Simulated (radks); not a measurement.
Effect of the nuclear size on the zirconium ion Zr+, [Kr] 4d2 5s1. All-electron calculation, Dirac Kohn-Sham, relativistic LDA (MacDonald-Vosko exchange, VWN5 correlation), spin-unpolarised, spherical densities, finite nucleus; open shells are shared between the two j in proportion to 2j + 1; Fermi nuclear charge, rms radius 4.2694 fm. Program: a radial shooting solver on a logarithmic mesh with Libxc functionals. The rms radius is varied about that value; shifts are against it.

| rms radius (fm) | total energy shift (eV) | density at nucleus (e/bohr^3) | 1s1/2 shift (meV) | 2s1/2 shift (meV) |
|---|---|---|---|---|
| 3.5863 | -0.319 | 7.524e+04 | -134 | -14.1 |
| 4.0815 | -0.0928 | 7.429e+04 | -39.1 | -4.11 |
| 4.2694 | 0 | 7.396e+04 | 0.000 | 0.000 |
| 4.5597 | 0.151 | 7.349e+04 | 63.5 | 6.68 |
| 4.85 | 0.311 | 7.304e+04 | 131 | 13.8 |

Slopes of the eigenvalues against <r^2> in GHz/fm^2, as finite differences over the two radii next to the reference (eigenvalue slopes, not the field-shift constants of lines): 1s1/2 6000, 2s1/2 631.
